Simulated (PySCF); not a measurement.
**Ce²⁺: ionisation energy**

Ce²⁺ [Xe] 4f2 (high-spin determinant) → Ce³⁺ [Xe] 4f1 (2F), as a difference of total energies. Computed with PySCF 2.14 in ANO-RCC-VTZP (8s7p5d3f2g1h, 104 functions), with the spin-free X2C one-electron Hamiltonian (Gaussian nucleus). The calculations carry no spin-orbit coupling.

```csv
method,ionisation energy (eV),difference from reference (eV)
UHF,18.021,-2.176
BHandHLYP,20.099,-0.098
BLYP,21.200,+1.003
```

Reference: 20.197 eV (semi-empirical (NIST evaluation); NIST Atomic Spectra Database, ionization energies).

The reference lies between the lowest fine-structure levels, while these numbers refer to the centres of the terms.

The determinant of Ce²⁺ mixes LS terms, which raises its energy above the lowest term, most at the Hartree-Fock and MP2 levels.
